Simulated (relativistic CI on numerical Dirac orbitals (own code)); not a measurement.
Hf³⁺: L2,3 absorption edge

Computed with this model: Dirac-Coulomb-Breit CI, KLI orbitals optimised for each configuration, model QED (radiative potential, 1s self-energy scaled to tabulated hydrogen-like ionisation energies), valence Slater integrals scaled by 0.9, multiplet model of core-to-valence dipole absorption; configurations [Xe] 4f14 5d → [He] 2s2 2p5 3s2 3p6 3d10 4s2 4p6 4d10 4f14 5s2 5p6 5d2; 300 K; Lorentzian 5 eV and Gaussian 1 eV FWHM. Energies are those of the free ion, without screening or charge transfer. The branching ratio is the share of the lower-energy edge in the whole absorption, uncertain by about 0.02 where the edges overlap. S is read from ⟨S²⟩ = S(S + 1).

Field parameters in Wybourne normalisation: Oh B⁴₀ = 21Dq, B⁴₄ = √(5/14) B⁴₀. The field is a parameter set, without covalency.

Computed curve for Oh, 10Dq = 33450 cm⁻¹, scaled to 100 at the maximum (points under 2 are left out and the grid is thinned):

```csv
Energy (eV),Intensity
9539.0,2.1
9540.0,2.3
9541.5,2.7
9542.5,3.0
9544.0,3.6
9545.0,4.1
9546.5,5.1
9547.5,5.9
9549.0,7.5
9550.0,9.1
9551.0,11.2
9552.5,15.9
9553.5,20.9
9555.0,33.6
9556.0,47.9
9557.5,77.3
9558.5,92.6
9559.5,97.2
9561.0,97.6
9562.0,100.0
9563.5,88.1
9564.5,67.7
9566.0,40.0
9567.0,28.4
9568.5,18.2
9569.5,14.1
9570.5,11.2
9572.0,8.3
9573.0,7.0
9574.5,5.5
9575.5,4.7
9577.0,3.9
9578.0,3.4
9579.5,2.9
9580.5,2.6
9581.5,2.3
9583.0,2.0
10726.5,2.3
10728.0,3.0
10729.0,3.6
10730.5,5.0
10731.5,6.4
10733.0,9.9
10734.0,13.9
10735.0,20.0
10736.5,32.4
10737.5,37.9
10739.0,36.9
10740.0,35.1
10741.5,33.7
10742.5,30.2
10743.5,23.8
10745.0,14.4
10746.0,10.3
10747.5,6.6
10748.5,5.2
10750.0,3.7
10751.0,3.0
10752.5,2.3
10753.5,2.0
```

The ground state has S = 0.50, and the centroid lies at 9883.65 eV.
